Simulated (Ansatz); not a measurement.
Program: Ansatz. Geometries: PBE0-D4/def2-TZVP. ΔE: electronic, gas phase. CCSD(T)/CBS adds triple-zeta CCSD(T) − MP2 to the extrapolated MP2 energy (def2 sets, frozen cores). Functionals use def2-TZVPP. B3LYP here is the variant with VWN-RPA as its local correlation; programs differ in this. One conformer a species, not always the lowest.

`COB(C)F` + `SC1=C[SiH2]1` → `COB(C)S` + `FC1=C[SiH2]1`  (redistribution)

```tsv
level	ΔE (eV)
r2SCAN-D4	1.37
PBE	1.28
BLYP	1.36
PBE0	1.34
B3LYP	1.40
r2SCANh	1.38
SCS-MP2/def2-QZVPP	1.45
MP2/CBS(def2)	1.47
```

(1) What does CCSD(T)/CBS give? (Estimate.)

Largest T1 diagnostic among the species: 0.014.

Answers

(1) The calculation gave: +1.40 eV. The listed levels differ from it by -0.03, -0.12, -0.04, -0.06, 0.00, -0.02, 0.05, 0.07 eV.

From BLYP to BHLYP (50 % exact exchange), in def2-TZVPP and without D4, ΔE moves by +0.10 eV. Leaving LDA and LC-ωPBE aside and taking each functional with its dispersion term where it has one, the values, not all of them listed here, spread over 0.18 eV, from revPBE-D4 to BHLYP-D4. At CCSD(T), def2-SVP lies −0.05 eV from the extrapolated value and def2-TZVPP −0.02 eV.
